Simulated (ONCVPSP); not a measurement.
Pseudopotential generation for tellurium: ONCV, PBE, scalar-relativistic.

ONCVPSP 4.0.1 was run on this input:

```
# ATOM AND REFERENCE CONFIGURATION
# atsym  z   nc   nv     iexc    psfile
  Te 52.00    8    3        4      upf
#
#   n    l    f
    1    0    2.00
    2    0    2.00
    2    1    6.00
    3    0    2.00
    3    1    6.00
    3    2   10.00
    4    0    2.00
    4    1    6.00
    4    2   10.00
    5    0    1.00
    5    1    5.00
#
# PSEUDOPOTENTIAL AND OPTIMIZATION
# lmax
    2
#
#   l,   rc,      ep,       ncon, nbas, qcut
    0    1.65    0.00    4    7    3.30
    1    1.70    0.00    5    9    5.80
    2    1.40    0.00    4    8    9.00
#
# LOCAL POTENTIAL
# lloc, lpopt,  rc(5),   dvloc0
    4    5    1.10    4.00
#
# VANDERBILT-KLEINMAN-BYLANDER PROJECTORs
# l, nproj, debl
    0    2    1.10
    1    2    3.70
    2    2    2.00
#
# MODEL CORE CHARGE
# icmod, fcfact, rcfact
    3    5.50    1.75
#
# LOG DERIVATIVE ANALYSIS
# epsh1, epsh2, depsh
   -3.00    5.00    0.02
#
# OUTPUT GRID
# rlmax, drl
    6.00    0.01
#
# TEST CONFIGURATIONS
# ncnf
    4
# nvcnf
#   n    l    f
    3
    4    2   10.00
    5    0    2.00
    5    1    4.00
#
    3
    4    2   10.00
    5    0    2.00
    5    1    3.00
#
    3
    4    2   10.00
    5    0    2.00
    5    1    2.00
#
    3
    4    2   10.00
    5    0    1.00
    5    1    4.00
#
```

Command:

```bash
oncvpsp.x < Te.dat > Te.out
```

The program printed (shortened: citation, most of the input echo, consistency checks and plot data are left out):

```
ONCVPSP  (Optimized Norm-Conservinng Vanderbilt PSeudopotential)
scalar-relativistic version 4.0.1

#   n    l    f        energy (Ha)
    1    0    2.00    -1.1624081E+03
    2    0    2.00    -1.7829854E+02
    2    1    6.00    -1.6005785E+02
    3    0    2.00    -3.5524358E+01
    3    1    6.00    -2.9595697E+01
    3    2   10.00    -2.0633992E+01
    4    0    2.00    -6.0930651E+00
    4    1    6.00    -4.2559868E+00
    4    2   10.00    -1.5801185E+00
    5    0    1.00    -5.8277305E-01
    5    1    5.00    -2.3902505E-01

Reference configufation results
  iterations    25
  all-electron total energy (Ha)   -6.79414146D+03

Begin loop to  construct optimized pseudo wave functions
and semi-local pseudopoentials for all angular momenta

   Wellstate for l =  0  n =  6
     eigenvalue =   0.5172
     asymptotic potential =   1.0172
     half-point radius =  4.0417

Calculating optimized projector #   1

 for l=   0

    Fraction of norm inside rc  0.287747
    Optimizing pswf for qcut=   3.30 a_B^-1,  ecut=   5.44 Ha
    Residual kinetic energy error=  8.74D-03 Ha

    Energy error per electron        Cutoff
         Ha          eV             Ha
         0.01000     0.27211        5.30
         0.00100     0.02721       13.37
         0.00010     0.00272       28.11
         0.00001     0.00027       46.67

Calculating optimized projector #   2

 for l=   0

    Fraction of norm inside rc  0.124996
    Optimizing pswf for qcut=   3.30 a_B^-1,  ecut=   5.44 Ha
    Residual kinetic energy error=  1.49D-02 Ha

    Energy error per electron        Cutoff
         Ha          eV             Ha
         0.01000     0.27211        6.81
         0.00100     0.02721       47.01
         0.00010     0.00272       61.52
         0.00001     0.00027       70.47

   Wellstate for l =  1  n =  7
     eigenvalue =   3.4610
     asymptotic potential =   3.9610
     half-point radius =  3.2623

Calculating optimized projector #   1

 for l=   1

    Fraction of norm inside rc  0.153235
    Optimizing pswf for qcut=   5.81 a_B^-1,  ecut=  16.87 Ha
    Residual kinetic energy error=  3.40D-03 Ha

    Energy error per electron        Cutoff
         Ha          eV             Ha
         0.01000     0.27211       12.60
         0.00100     0.02721       51.74
         0.00010     0.00272       87.96
         0.00001     0.00027       98.13

Calculating optimized projector #   2

 for l=   1

    Fraction of norm inside rc  0.111832
    Optimizing pswf for qcut=   5.81 a_B^-1,  ecut=  16.87 Ha
    Residual kinetic energy error=  8.38D-03 Ha

    Energy error per electron        Cutoff
         Ha          eV             Ha
         0.01000     0.27211       16.29
         0.00100     0.02721       61.98
         0.00010     0.00272      111.95
         0.00001     0.00027      123.88

   Wellstate for l =  2  n =  5
     eigenvalue =   0.4199
     asymptotic potential =   0.9199
     half-point radius =  3.6737

Calculating optimized projector #   1

 for l=   2

    Fraction of norm inside rc  0.871151
    Optimizing pswf for qcut=   9.00 a_B^-1,  ecut=  40.52 Ha
    Residual kinetic energy error=  3.32D-04 Ha

    Energy error per electron        Cutoff
         Ha          eV             Ha
         0.01000     0.27211       31.87
         0.00100     0.02721       37.73
         0.00010     0.00272       74.41
         0.00001     0.00027      123.11

Calculating optimized projector #   2

 for l=   2

    Fraction of norm inside rc  0.056998
    Optimizing pswf for qcut=   9.00 a_B^-1,  ecut=  40.52 Ha
    Residual kinetic energy error=  1.20D-04 Ha

    Energy error per electron        Cutoff
         Ha          eV             Ha
         0.01000     0.27211       27.54
         0.00100     0.02721       34.97
         0.00010     0.00272       41.37
         0.00001     0.00027       78.15

Construct Vanderbilt / Kleinmman-Bylander projectors

B matrix Hermiticity error, ll=   0
   1   2    8.5805E-05

  Orthonormal projector coefficients  1.7435E+01  3.2517E+00

B matrix Hermiticity error, ll=   1
   1   2   -2.5406E-04

  Orthonormal projector coefficients -1.6612E+01  4.7441E+00

B matrix Hermiticity error, ll=   2
   1   2    2.8653E-04

  Orthonormal projector coefficients -3.2857E+00 -1.2003E+00

Model core correction analysis
  based on d2Exc/dn_idn_j

d2excae - all-electron derivatives

   -2.505026D-02   -6.600886D-03   -3.234698D-03
   -6.600599D-03   -2.513949D-02   -2.012158D-02
   -3.234609D-03   -2.012147D-02   -2.080132D-02

d2excps - pseudofunction derivatives with no core correction

   -3.956833D-02   -7.965385D-03   -3.925401D-03
   -7.965053D-03   -2.612593D-02   -2.049356D-02
   -3.925351D-03   -2.049366D-02   -2.091606D-02

rms 2nd derivative error    4.907084E-03

rmatch, rhocmatch    0.7913   21.3033

Teter function model core charge with specified parameters

d2excps - pseudofunction derivatives with core correction

   -1.917321D-02   -5.666959D-03   -2.939651D-03
   -5.666841D-03   -2.329224D-02   -1.920942D-02
   -2.939611D-03   -1.920893D-02   -2.026399D-02

rms 2nd derivative error    2.155710E-03

Pseudoatom total energy  -95.176471

Diagnostic tests using Vanderbilt-Kleinman-Bylander pseudopotentials
  1 or more projectors used as specified by nproj input data

   l    rcore       rmatch      e in        delta e   norm test  slope test

   0   1.6515731   1.7017185  -0.5827731  -0.0000016   1.0000670   1.0000240
   0   1.6515731   1.7017185   0.5172269   0.0000099   1.0001934   1.0001934

   1   1.7017185   1.7533863  -0.2390251   0.0000039   1.0000797   1.0000705
run_diag: lschvkbbe ERROR   2   2   1  60  3.46097495E+00  3.06487746E+00
   1   1.7017185   1.7533863   3.4609750  -0.3960975   0.0211041   0.0556502

   2   1.4052459   1.4479122  -1.5801185  -0.0000166   1.0002088   1.0002282
   2   1.4052459   1.4479122   0.4198815   0.0000099   1.0003905   1.0003905

 Testing for bound ghosts
   n   l    E NL Schr. Eq   E Basis Diag.   E Cutoff

       0                       -2.019776     68.22  WARNING - GHOST(-)
   1   0       -0.582775       -0.577622     68.22

       1                       -5.400713    135.42  WARNING - GHOST(-)
   2   1       -0.239021       -0.217321    135.42

   3   2       -1.580135       -1.580082    175.08

 Testing for highly-localized positive-energy ghosts
       l    <radius>/rc     E Basis Diag.   E Cutoff

       1        0.910431        7.094204    135.42  WARNING - GHOST(+)

Test configuration 0

   n   l     f        eae           eps        diff
   1   0  2.0000-1162.40812514
   2   0  2.0000 -178.29854128
   2   1  6.0000 -160.05785348
   3   0  2.0000  -35.52435785
   3   1  6.0000  -29.59569651
   3   2 10.0000  -20.63399246
   4   0  2.0000   -6.09306515
   4   1  6.0000   -4.25598683
   4   2 10.0000   -1.58011853   -1.58013518   -1.66D-05
   5   0  1.0000   -0.58277305   -0.58277461   -1.56D-06
   5   1  5.0000   -0.23902505   -0.23902111    3.94D-06

    Total energies and differences
      AE_ref= -6.79414146D+03  AE_tst= -6.79414146D+03  dif=  0.00D+00
      PS_ref= -9.51764713D+01  PS_tst= -9.51764713D+01  dif=  0.00D+00
      PSP excitation error=  0.00D+00

Test configuration 1

   n   l     f        eae           eps        diff
   1   0  2.0000-1162.35542702
   2   0  2.0000 -178.24669001
   2   1  6.0000 -160.00617970
   3   0  2.0000  -35.47180848
   3   1  6.0000  -29.54318162
   3   2 10.0000  -20.58152409
   4   0  2.0000   -6.04114043
   4   1  6.0000   -4.20445660
   4   2 10.0000   -1.53071796   -1.53137311   -6.55D-04
   5   0  2.0000   -0.55523108   -0.55489284    3.38D-04
   5   1  4.0000   -0.21877984   -0.21878689   -7.05D-06

    Total energies and differences
      AE_ref= -6.79414146D+03  AE_tst= -6.79448158D+03  dif= -3.40D-01
      PS_ref= -9.51764713D+01  PS_tst= -9.55164447D+01  dif= -3.40D-01
      PSP excitation error= -1.46D-04

Test configuration 2

   n   l     f        eae           eps        diff
   1   0  2.0000-1162.69189848
   2   0  2.0000 -178.58157394
   2   1  6.0000 -160.34125294
   3   0  2.0000  -35.80595409
   3   1  6.0000  -29.87734254
   3   2 10.0000  -20.91568308
   4   0  2.0000   -6.37386034
   4   1  6.0000   -4.53702394
   4   2 10.0000   -1.86233163   -1.86207432    2.57D-04
   5   0  2.0000   -0.86152193   -0.86120101    3.21D-04
   5   1  3.0000   -0.50283714   -0.50285772   -2.06D-05

    Total energies and differences
      AE_ref= -6.79414146D+03  AE_tst= -6.79412405D+03  dif=  1.74D-02
      PS_ref= -9.51764713D+01  PS_tst= -9.51588161D+01  dif=  1.77D-02
      PSP excitation error= -2.44D-04

Test configuration 3

   n   l     f        eae           eps        diff
   1   0  2.0000-1163.08063762
   2   0  2.0000 -178.96723614
   2   1  6.0000 -160.72726474
   3   0  2.0000  -36.19016583
   3   1  6.0000  -30.26158127
   3   2 10.0000  -21.29992836
   4   0  2.0000   -6.75512185
   4   1  6.0000   -4.91791573
   4   2 10.0000   -2.24124864   -2.23950253    1.75D-03
   5   0  2.0000   -1.20225398   -1.20228479   -3.08D-05
   5   1  2.0000   -0.81967105   -0.81996608   -2.95D-04

    Total energies and differences
      AE_ref= -6.79414146D+03  AE_tst= -6.79346532D+03  dif=  6.76D-01
      PS_ref= -9.51764713D+01  PS_tst= -9.44997904D+01  dif=  6.77D-01
      PSP excitation error= -5.37D-04

Test configuration 4

   n   l     f        eae           eps        diff
   1   0  2.0000-1162.74540939
   2   0  2.0000 -178.63425212
   2   1  6.0000 -160.39373646
   3   0  2.0000  -35.85937825
   3   1  6.0000  -29.93072976
   3   2 10.0000  -20.96902423
   4   0  2.0000   -6.42661614
   4   1  6.0000   -4.58935865
   4   2 10.0000   -1.91245868   -1.91164683    8.12D-04
   5   0  1.0000   -0.89020823   -0.89031402   -1.06D-04
   5   1  4.0000   -0.52548160   -0.52555089   -6.93D-05

    Total energies and differences
      AE_ref= -6.79414146D+03  AE_tst= -6.79376234D+03  dif=  3.79D-01
      PS_ref= -9.51764713D+01  PS_tst= -9.47972362D+01  dif=  3.79D-01
      PSP excitation error= -1.13D-04
```

Note: ghosts flagged at negative energy: s at -55.0 eV, p at -147.0 eV; GHOST(+) flagged for p at 193.0 eV. A true bound ghost makes a file unfit for plane-wave use.

The run took about 3.6 s on one core of a shared server CPU.
